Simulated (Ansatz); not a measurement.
`[SeH][SiH]1BC1`, relaxed with RKS PBE0-D4/def2-TZVP in Ansatz 0.2.0 from a PBE-D4/def2-SVP geometry. The force threshold is 0.005 eV/Å; the program also tests the step.

The species carries charge 0 and has multiplicity 1.

Start:

```xyz
9

Se    0.344    2.651    0.496
Si   -0.574    0.585    0.143
B    -0.219   -0.531   -1.364
C     0.322   -1.441   -0.328
H     0.070    2.612    1.956
H    -1.199    0.136    1.432
H     0.139   -0.304   -2.495
H    -0.135   -1.686    0.649
H     1.252   -2.023   -0.488
```

(1) How much energy does the relaxation release, and in how many steps? (Best estimate.)

(2) Which bonds change most? (An estimate is asked.)

(3) Give the relaxed structure. (An estimate is asked.)

Results:

(1) Ansatz gave: 5.92 kJ/mol, in 11 steps, 2 of them rejected.

(2) Computed: Si2–C4 from 2.265 to 2.093 Å; Si2–H6 from 1.501 to 1.479 Å; Si2–B3 from 1.908 to 1.886 Å; B3–H7 from 1.209 to 1.187 Å.

(3) Computed: 
```xyz
9

Se    0.397    2.545    0.502
Si   -0.547    0.514    0.150
B    -0.269   -0.542   -1.388
C     0.344   -1.325   -0.297
H     0.136    2.506    1.946
H    -1.297    0.131    1.366
H     0.080   -0.370   -2.510
H    -0.146   -1.622    0.634
H     1.301   -1.836   -0.403
```
